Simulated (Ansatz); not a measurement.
Total energies of Al3B⁻ from Ansatz at r2SCAN-D4/def2-TZVPD, gas phase (1 Eh = 27.2114 eV = 2625.5 kJ/mol). The reference geometry is relaxed at B3LYP-D4/def2-TZVPD.

```csv
atom,x (Å),y (Å),z (Å)
B1,0.234,0.007,-0.145
Al2,-0.374,-1.728,-1.066
Al3,0.396,-0.230,1.811
Al4,-0.257,1.951,-0.600
```

| state | geometry | energy (Eh) |
| --- | --- | --- |
| charge -1 doublet | reference | -752.01421 |
| charge 0 triplet | reference | -751.94018 |
| charge -1 quartet | relaxed at B3LYP-D4/def2-TZVPD | -752.01501 |

Question: Work out the vertical ionisation energy to the triplet.

Answer: E(charge 0 triplet) − E(charge -1 doublet) = -751.94018 − (-752.01421) = 0.07403 Eh = 2.01 eV. For comparison, −ε of the highest occupied level of the spin that leaves is 0.16 eV at this level, 1.85 eV less.

Question: Which of the charge -1 states is lowest, and how far above it are the others?

Answer: The quartet, but by less than the method's error, so the order isn't settled. doublet: -752.01421 − (-752.01501) = 0.00080 Eh = 2.1 kJ/mol. The quartet differs in its bonds from the reference.

The structure comes from a short search, and lower isomers may exist.
